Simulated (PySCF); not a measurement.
Numbering as in the mapped SMILES `[SiH3:1][CH2:2][c:3]1[cH:4][cH:5][cH:6][c:7]([SH:8])[cH:9]1`; H(Xn) means a hydrogen on atom n.

Geometry: PBE0-D3(BJ)/def2-SVP; GIAO shifts from PySCF 2.14, gas phase, non-relativistic, averaged over equivalent atoms.

At CAM-B3LYP/pcSseg-1 (217 basis functions, 89 s wall time on 1 thread of an Arm Neoverse N1, shared host):
```csv
atoms,δ (ppm)
Si1,-58.1
C3,151.2
C7,147.8
C5,138.7
C9,132.7
C4,131.8
C6,131.2
C2,19.1
S8,-0.9
H(C5),7.12
H(C9),6.93
H(C4),6.81
H(C6),6.76
H(Si1),3.83
H(S8),3.36
H(C2),1.99
```

Chemical shifts δ = σref − σ; TMS for 29Si (σref 343.41) and 13C (σref 182.45) and 1H (σref 31.33); 33S (σref 487.21) vs CS2, all at this level.

What do these become at PBE0/pcSseg-1?

Answers


```
 atoms  δ at PBE0/pcSseg-1  change
   Si1               -56.7    +1.4
    C3               146.1    -5.1
    C7               142.9    -4.9
    C5               134.8    -3.9
    C9               129.3    -3.4
    C4               128.2    -3.6
    C6               128.0    -3.2
    C2                19.6    +0.5
    S8                -3.7    -2.8
 H(C5)                7.13   +0.01
 H(C9)                6.95   +0.02
 H(C4)                6.82   +0.01
 H(C6)                6.78   +0.02
H(Si1)                3.91   +0.08
 H(S8)                3.49   +0.13
 H(C2)                2.09   +0.10
```

Shifts are taken against calculated references (same method and geometry level): TMS for 29Si (351.99 ppm) and 13C (184.41 ppm) and 1H (31.27 ppm); CS2 for 33S (495.66 ppm).

The largest change is at C3 (substituted aromatic carbon). Cost: 217 basis functions, 75 s wall time on 1 thread of an Arm Neoverse N1, shared host. The order of the carbon signals is the same at both levels.
